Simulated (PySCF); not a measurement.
Unknowns

Relativity neglected, averaged over atoms made equivalent by symmetry, fast rotation or ring inversion, gas phase, one conformer. Geometry: GFN2-xTB; σ from GIAO-PBE0/pcSseg-1; PySCF.

Scale: 1H (31.72 ppm) and 13C (186.93 ppm) against TMS (reference shieldings calculated alike). Splittings of carbon signals by F and P are missing where no couplings were computed. Where no couplings were computed, multiplicities follow the n + 1 count of equivalent neighbours, and m marks all less simple cases (inequivalent or close neighbours, rings, F or P nearby). Shifts are as computed. Against solution values, carbons near 30 ppm lie about +3 ppm off and those near 130 ppm about +5 ppm. Of 1211 compounds with measured shifts, 218 miss one by over three times the rms of a fit or turn the order of signals round; such compounds aren't used in these exercises.

(1) C₄H₇FSi₂. 1H NMR (600 MHz, computed): δ 7.43 (m, 1H), 7.25 (m, 1H), 6.21 (m, 1H), 4.90 (m, 2H), 4.66 (m, 2H). 13C{1H} NMR (computed): δ 182.4, 154.6, 151.0, 117.9. Give a structure.

(2) C₉H₁₂O. 1H NMR (300 MHz, computed): δ 7.35 (d, 1H), 6.97 (d, 1H), 6.56 (s, 1H), 3.98 (s, 3H), 2.46 (s, 3H), 2.29 (s, 3H). 13C{1H} NMR (computed): δ 164.7, 141.6, 135.5, 129.5, 125.6, 112.4, 55.7, 24.2, 19.9. Identify the compound.

Results:

(1) `C1=C(F)[SiH2]C=C[SiH2]1`. The formula gives 3 degrees of unsaturation (1 ring in the answer). 4 carbon signals for 4 carbons: no two carbons are equivalent. Carbon types of the structure: 1 × C, 3 × CH, leaving 4 H on heteroatoms. δC 182.4: fully substituted alkene carbon. δC 154.6, 151.0, 117.9: alkene CH; the olefinic region. δH 7.43, 7.25, 6.21: hydrogen on an alkene CH; olefinic region. δH 4.90, 4.66: hydrogen on a silicon bonded to 2 C, in a 6-membered ring.

The shifts were computed for this structure.

(2) `COc1cc(C)ccc1C`. Rings plus π bonds: 4 (1 ring in the answer). 9 carbon signals for 9 carbons: no two carbons are equivalent. Carbon types of the structure: 3 × C, 3 × CH, 3 × CH3, which accounts for all hydrogens. δC 164.7: aromatic carbon bearing oxygen; an ipso carbon deshielded by its heteroatom. δC 141.6, 129.5: substituted aromatic carbon. δC 135.5, 125.6, 112.4: aromatic CH. δH 3.98: hydrogen on a methyl carbon bonded to O; its carbon carries O, an electronegative neighbour.

The shifts were computed for this structure.
